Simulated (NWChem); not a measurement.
System: C4H4S2; SMILES Sc1cccs1

```xyz
10

S      0.1861    -2.1188    -0.3901
C     -0.0675    -0.3799    -0.1665
C     -1.2671     0.2635     0.0134
C     -1.1385     1.6826     0.0754
C      0.1571     2.1038    -0.0625
S      1.2439     0.7745    -0.2878
H      0.6637    -2.4093     0.8435
H     -2.2067    -0.2701     0.1019
H     -1.9741     2.3583     0.2225
H      0.5350     3.1177    -0.0414
```
Atoms are numbered in this order, from 1.

All runs use the structure optimised with B3LYP/6-31G* (spherical d).

Problem. Give the principal values of the shielding tensors (ppm) of S1, C2, C3, C4, C5 from LDA (Slater exchange, VWN5)/pcSseg-1, GIAO (NWChem), with their diamagnetic and paramagnetic parts as GIAO splits them.

Solution. 
```json
[
 {"atom": "S1", "σ11": "393.8", "σ22": "492.7", "σ33": "781.8", "isotropic": "556.1", "diamagnetic": "1055.7", "paramagnetic": "-499.6"},
 {"atom": "C2", "σ11": "-41.4", "σ22": "59.3", "σ33": "94.8", "isotropic": "37.5", "diamagnetic": "263.8", "paramagnetic": "-226.3"},
 {"atom": "C3", "σ11": "-46.4", "σ22": "27.9", "σ33": "123.9", "isotropic": "35.1", "diamagnetic": "250.5", "paramagnetic": "-215.4"},
 {"atom": "C4", "σ11": "-33.3", "σ22": "28.5", "σ33": "141.3", "isotropic": "45.5", "diamagnetic": "251.9", "paramagnetic": "-206.4"},
 {"atom": "C5", "σ11": "-49.1", "σ22": "33.1", "σ33": "127.2", "isotropic": "37.1", "diamagnetic": "257.3", "paramagnetic": "-220.2"}
]
```
